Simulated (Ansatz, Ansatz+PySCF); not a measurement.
```yaml
atoms:
  - { symbol: N, position_ang: [0.0000, 0.0000, -0.3400] }
  - { symbol: O, position_ang: [0.0000, 1.1804, 0.1487] }
  - { symbol: O, position_ang: [0.0000, -1.1804, 0.1487] }
```

Basis set: def2-SVP (spherical functions). Left uncorrelated: 3 orbitals. Correlation on ROHF uses semicanonical orbitals with singles. Charge 0, multiplicity 2.

Computed with Ansatz (development build ahead of 0.2.0); each method stands on the lowest determinant of its kind that the runs found.

The atomization energy at this shape (free ground-state atoms in the same class of orbitals less the molecule, no zero-point energy) of doublet NO₂:

```tsv
method	atomization energy
ROHF-CCSD(T)	8.33 eV
ROHF-CCSD	7.56 eV
UHF-MP2	7.63 eV
UHF	1.43 eV
ROHF	1.23 eV
UHF-CCSD(T)	8.20 eV
UHF-CCSD	7.53 eV
```

(1) What does ROHF-MP2 give?

## Answers

(1) 9.43 eV. Caution: the shape is not the minimum. Caution for UHF-MP2, UHF-CCSD(T): another reference gives a lower total. Caution for UHF-MP2, UHF, UHF-CCSD(T), UHF-CCSD: the determinant breaks the point group; the unrestricted determinant is spin contaminated.
